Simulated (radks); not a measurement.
Problem. These are the eigenvalues of the occupied orbitals of an atom or ion with whole-number occupations (eV). Method: Dirac Kohn-Sham, exchange-only LDA, spin-unpolarised, spherical densities, finite nucleus; Fermi nuclear charge, rms radius of each element as measured or else 0.836 A^(1/3) + 0.57 fm; computed with a radial shooting solver on a logarithmic mesh with Libxc functionals.

orbital  eigenvalue
1s1/2     -30288.86
2s1/2     -4643.410
2p1/2     -4349.245
2p3/2     -4097.792
3s1/2     -942.9721
3p1/2     -822.4893
3p3/2     -776.1093
3d3/2     -562.4386
3d5/2     -552.7894
4s1/2     -189.4049
4p1/2     -148.5502
4p3/2     -139.8484
4d3/2      -74.9581
4d5/2      -73.6786
5s1/2      -48.9206

Which element is it, and in what charge state? The configuration may be excited. Open shells, if any, fill j = l - 1/2 first.

Solution. Z = 51, antimony, charge +4: Sb4+ in [Kr] 4d10 5s1. The list shows which subshells hold electrons but not how many an open one holds; the 1s level, -1113.1 hartree, gives Z - s = 47.2 by -(Z - s)^2/2, which with screening and relativity narrows Z to a few neighbours, and the depths of the outer levels then fix element, charge and occupations together.
